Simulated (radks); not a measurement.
Results of a calculation; reference values are marked as such.
Coulomb parameter of the 3d shell of the chromium ion Cr3+ in the model configuration [Ar] 3d1.5 4s1.5, as a second difference U = [E(n + 0.5) + E(n - 0.5) - 2 E(n)] / (0.5)^2 with all orbitals relaxed. "Bare": the charge of the atom changes with n. "Screened": the 4s shell takes up the change at fixed total charge, which measures U(3d,3d) + U(4s,4s) - 2 U(3d,4s). Level of theory: scalar-relativistic Kohn-Sham, PBEsol, spin-unpolarised, spherical densities, point nucleus (a radial shooting solver on a logarithmic mesh with Libxc functionals).

\begin{tabular}{lrr}
case & configuration & E - E(n) (eV) \\ \hline
start & [Ar] 3d1.5 4s1.5 & 0.000 \\
bare +0.5 & [Ar] 3d2 4s1.5 & -22.515 \\
bare -0.5 & [Ar] 3d1 4s1.5 & 27.344 \\
screened +0.5 & [Ar] 3d2 4s1 & -7.820 \\
screened -0.5 & [Ar] 3d1 4s2 & 9.043 \\
\end{tabular}

U(bare) = 19.315 eV, U(screened by 4s) = 4.892 eV, against the Slater integral F0(3d,3d) = 24.576 eV with frozen orbitals.
